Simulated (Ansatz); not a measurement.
Mg₃O₂, 5 atoms. Hardware: 4 threads of Arm Neoverse V2 on a shared host.

Correlated methods freeze 5 core orbitals; core or outer-core shells of Mg are correlated, in sets that lack core-valence functions.

Q: How many basis functions does each of these Ansatz runs have, and roughly what does it cost? PBE0-D4/def2-SVP, charge 1 doublet at the geometry of the charge 0 singlet, energy with a search over starts; RPA@PBE/def2-TZVP, charge 0 triplet, energy, from earlier orbitals; r2SCAN-D4/def2-TZVP, charge 1 doublet at the geometry of the charge 0 singlet, energy, from earlier orbitals; r2SCAN-D4/def2-TZVP, charge 0 quintet, energy, from earlier orbitals; PBE-D4/def2-TZVP, charge 0 triplet, energy, from earlier orbitals; PBE-D4/def2-TZVP, charge 0 quintet, energy, from earlier orbitals; PBE0-D4/def2-SVP, charge -1 doublet at the geometry of the charge 0 singlet, energy with a search over starts; PBE-D4/def2-SVP, charge 1 doublet, relaxation, 6 steps; B2PLYP/def2-TZVP, charge 0 triplet, energy, from earlier orbitals; ωB97M-V/def2-TZVP, charge 0 quintet, energy, from earlier orbitals; PBE0-D4/def2-SVP, charge 0 singlet, energy with a search over starts; B2PLYP/def2-TZVP, charge 0 quintet, energy, from earlier orbitals.

A: Other jobs shared the machine, so times can vary by a factor of up to 3. A dash marks memory too small to be measured apart from the calling script's.

```csv
run,functions,fitting or Cholesky vectors,wall time,peak host memory (GiB)
"PBE0-D4/def2-SVP, charge 0 singlet, energy with a search over starts",82,704,1.4 s,–
"PBE0-D4/def2-SVP, charge 1 doublet at the geometry of the charge 0 singlet, energy with a search over starts",82,702,1.9 s,–
"PBE-D4/def2-TZVP, charge 0 quintet, energy, from earlier orbitals",158,1166,1.9 s,–
"PBE-D4/def2-TZVP, charge 0 triplet, energy, from earlier orbitals",158,1166,1.9 s,–
"PBE0-D4/def2-SVP, charge -1 doublet at the geometry of the charge 0 singlet, energy with a search over starts",82,704,3.6 s,–
"RPA@PBE/def2-TZVP, charge 0 triplet, energy, from earlier orbitals",158,1240,3.6 s,–
"B2PLYP/def2-TZVP, charge 0 triplet, energy, from earlier orbitals",158,1240,3.7 s,–
"r2SCAN-D4/def2-TZVP, charge 1 doublet at the geometry of the charge 0 singlet, energy, from earlier orbitals",158,1166,3.9 s,–
"B2PLYP/def2-TZVP, charge 0 quintet, energy, from earlier orbitals",158,1240,4.3 s,–
"r2SCAN-D4/def2-TZVP, charge 0 quintet, energy, from earlier orbitals",158,1166,5.5 s,–
"PBE-D4/def2-SVP, charge 1 doublet, relaxation, 6 steps",82,823,10 s,–
"ωB97M-V/def2-TZVP, charge 0 quintet, energy, from earlier orbitals",158,1166,21 s,0.99
```
